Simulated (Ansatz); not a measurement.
BH₆SSbSi (`SB[SiH2][SbH2]`), relaxed with RKS PBE0-D4/def2-TZVP in Ansatz from a PBE-D4/def2-SVP geometry. The force threshold is 0.005 eV/Å; the program also tests the step.

Charge 0, multiplicity 1. Sb takes the def2 core potential.

Start:

```xyz
10

S     1.879    0.163   -1.554
B     0.204    0.498   -1.047
Si   -0.859   -0.949   -0.171
Sb   -0.693   -0.445    2.396
H     2.255    1.416   -1.950
H    -0.254    1.618   -1.154
H    -0.348   -2.354   -0.367
H    -2.327   -0.920   -0.514
H    -0.889    1.256    2.100
H     1.030   -0.283    2.261
```

(1) By how much does the energy fall, and how many steps does the optimiser take? (Best estimate.)

(2) Which bonds change most? (An estimate is asked.)

(3) Give the relaxed structure. (Best estimate.)

Answers

(1) Computed: 3.50 kJ/mol, in 12 steps, 1 of them rejected.

(2) Ansatz gave: Si3–Sb4 from 2.622 to 2.586 Å; Sb4–H9 from 1.737 to 1.710 Å; Sb4–H10 from 1.736 to 1.709 Å; B2–H6 from 1.215 to 1.193 Å.

(3) Computed: 
```xyz
10

S     1.856    0.149   -1.591
B     0.216    0.505   -1.039
Si   -0.842   -0.932   -0.156
Sb   -0.689   -0.460    2.383
H     2.239    1.375   -1.993
H    -0.216    1.613   -1.131
H    -0.332   -2.314   -0.373
H    -2.288   -0.896   -0.509
H    -0.948    1.211    2.131
H     1.004   -0.252    2.279
```
